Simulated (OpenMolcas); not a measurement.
## What dynamic correlation does to the levels of Ar4+

```json
{"Program": "OpenMolcas", "Basis": "ANO-RCC-VQZP [6s5p3d2f1g]", "Scalar Hamiltonian": "DKH2, point nucleus", "Active space": "4 electrons in 9 orbitals (RAS2 3s 3p; RAS3 3d, at most 2 electrons)", "State averaging": "2S+1 = 3 even, 6 roots; 2S+1 = 1 even, 12 roots; 2S+1 = 5 odd, 1 root; 2S+1 = 3 odd, 9 roots; 2S+1 = 1 odd, 8 roots", "Spin-orbit coupling": "RASSI with atomic mean-field integrals over the reference wave functions, term energies averaged over their components"}
```

Methods on the same reference wave functions:
A. RASSCF
B. SS-RASPT2, IPEA 0.25 Eh, imaginary shift 0.1 Eh (closed shells correlated: 2s 2p)
C. MS-RASPT2, IPEA 0.25 Eh, imaginary shift 0.1 Eh (closed shells correlated: 2s 2p)

Energies in cm-1 above 3s2 3p2 3P0, the measured ground level; measured values from Saloman, J. Phys. Chem. Ref. Data 39, 033101 (2010).

| Level | A | B | C | Measured |
| --- | --- | --- | --- | --- |
| 3s2 3p2 3P0 | 0.0 | 0.0 | 0.0 | 0.0 |
| 3s2 3p2 3P1 | 666 | 672 | 674 | 763 |
| 3s2 3p2 3P2 | 1815 | 1814 | 1820 | 2029 |
| 3s2 3p2 1D2 | 18666 | 16330 | 16330 | 16299 |
| 3s2 3p2 1S0 | 41380 | 38200 | 38110 | 37912 |
| 3s 3p3 5S* 2 | 80899 | 84300 | 84330 |  |
| 3s 3p3 3D* 1 | 122444 | 122450 | 122470 | 121629 |
| 3s 3p3 3D* 2 | 122468 | 122470 | 122490 | 121675 |
| 3s 3p3 3D* 3 | 122561 | 122560 | 122590 | 121803 |
| 3s 3p3 3P* 2 | 143864 | 142800 | 142820 | 141763 |
| 3s 3p3 3P* 1 | 143883 | 142820 | 142840 | 141770 |
| 3s 3p3 3P* 0 | 143884 | 142820 | 142840 | 141893 |
| 3s 3p3 1D* 2 | 161840 | 159820 | 159840 | 154211 |

Deviations, from unrounded energies. A percentage is the sum of absolute deviations over the sum of measured energies, with the sign that they share, or ± where signs differ.

```json
{"Against measurement": "mean absolute deviation (cm-1)", "Levels": "11", "A": "2000", "B": "1100", "C": "1100"}
{"Against measurement": "fine structure of the ground term (%)", "Levels": "2", "A": "-11.1", "B": "-11.0", "C": "-10.7"}
{"Against measurement": "other terms of the ground configuration (%)", "Levels": "2", "A": "+10.8", "B": "+0.6", "C": "+0.4"}
{"Against measurement": "other configurations (%)", "Levels": "7", "A": "+1.7", "B": "+1.2", "C": "+1.2"}
```

B, C lie about equally close to measurement and A furthest from it. The largest miss of B in the table is 3s 3p3 1D* 2, by +5600 cm-1. The ranking rests on the paired levels alone, and a cruder setting can come out closer through cancelling errors.

Between B and C the level of the table that moves most is 3s2 3p2 1S0, by 89 cm-1 (lowest in C, highest in B). Moves below CASPT2's spread within the term are not significant.

The two smallest mean deviations differ by little beside CASPT2's spread within terms, so their order carries little weight.

From A to B the spin-free energies of the other terms of 3s2 3p2 shown, above 3P, scale by factors of 0.86 to 0.92.

The lowest spin-free term lies below A's lowest term by 0.088 hartree in B, 0.088 hartree in C.

CASPT2 breaks the degeneracy within a term, and the mean is taken; among the terms shown or strongly mixed into the levels shown the widest spread is 23 cm-1 (3s 3p3 3D*, C). Configurations are named by rounded mean occupations; where the s occupation lies near a half they are strongly mixed, a name can repeat and a true partner stay unpaired. Some terms take much of their weight from 3d, a shell meant for correlation, so their names are nominal. Some terms mix strongly with configurations of 3d, whose occupation reaches 0.46 (3s 3p3 1D*). Computed and measured levels are paired by configuration, term and J; levels that our copy of the source lacks, or whose pairing is in doubt (as where it misses far off the trend of its configuration), stay unpaired and out of the deviations. Levels of configurations outside the active space are missing. The table leaves out levels that lie high or whose names do not pair safely across all columns.

* marks odd parity.
